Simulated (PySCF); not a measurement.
# Radial density of Hg³⁺ (mercury, charge +3)

UHF, [Xe] 4f14 5d9, 2D determinant. All numbers are calculated (PySCF 2.14, scalar relativity through the core potential, in aug-cc-pwCVDZ-PP with ECP60MDF (6s6p5d3f, 70 functions)). This is the valence pseudo-density: the core potential removes the inner electrons and smooths the orbitals near the nucleus.

```csv
r (bohr),4πr²ρ (e/bohr),4πr²(ρα − ρβ)
0.0418,1.111e-05,0.0000
0.0703,3.740e-05,0.0000
0.118,0.0001879,0.0000
0.199,0.002439,0.0000
0.335,0.1110,0.0023
0.563,4.447,0.1047
0.947,18.21,0.8341
1.59,7.198,0.5936
2.68,0.5498,0.0478
4.51,0.002672,0.0000
```

Energies and moments cover only the electrons outside the core potential. Spin-orbit coupling, absent here, splits the open shell strongly.
